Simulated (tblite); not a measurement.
Start geometry of `C1=NN=C2O[SiH2]CC2=N1` from a force field or distance geometry (Å):
```
atom  x, y, z in Å
C1     2.4858    0.7583   -0.2712
N2     2.7193   -0.1563    0.6882
N3     1.7003   -0.8837    1.2140
C4     0.4748   -0.6166    0.7061
C5     0.2673    0.3295   -0.2715
N6     1.2681    1.0555   -0.8056
C7    -1.1625    0.5129   -0.7443
Si8   -2.0322   -0.7719    0.3732
O9    -0.6398   -1.3032    1.1679
H10    3.3302    1.3065   -0.6410
H11   -1.2679    0.2595   -1.8016
H12   -1.5193    1.5203   -0.5324
H13   -2.6443   -1.8743   -0.4179
H14   -2.9805   -0.1369    1.3139
```

Q: What comes out of this run: tblite, GFN2-xTB geometry optimisation, gas phase?

A: 
```
atom  x, y, z in Å
C1     2.449    0.720   -0.236
N2     2.654   -0.174    0.694
N3     1.640   -0.861    1.178
C4     0.449   -0.607    0.691
C5     0.248    0.368   -0.320
N6     1.268    1.040   -0.788
C7    -1.171    0.520   -0.752
Si8   -2.039   -0.772    0.367
O9    -0.636   -1.251    1.120
H10    3.312    1.258   -0.600
H11   -1.249    0.331   -1.823
H12   -1.490    1.551   -0.602
H13   -2.547   -1.933   -0.347
H14   -2.888   -0.191    1.396
```

The energy falls by 8.8 kcal/mol over 21 L-BFGS steps, the largest force on an atom goes from 2.88 to 0.009 eV/Å, and the atoms move by 0.075 Å rms after alignment. The bond that changes most is C4–O9 (aromatic carbon bearing oxygen to silyl ether oxygen), which shortens by 0.056 Å. Bonds longer at the end by more than 0.005 Å: 2 of 15; shorter: 10. Among the angles that change most is H11–C7–H12, from 111.8° to 106.1°. Rotational constants go from 3514, 1179, 897.7 to 3627, 1208, 921.7 MHz. The orientation of the end geometry is arbitrary; only internal coordinates are fixed.

Its GFN2-xTB frequencies are all real (lowest 82 cm⁻¹).

All values are computed, not measured.
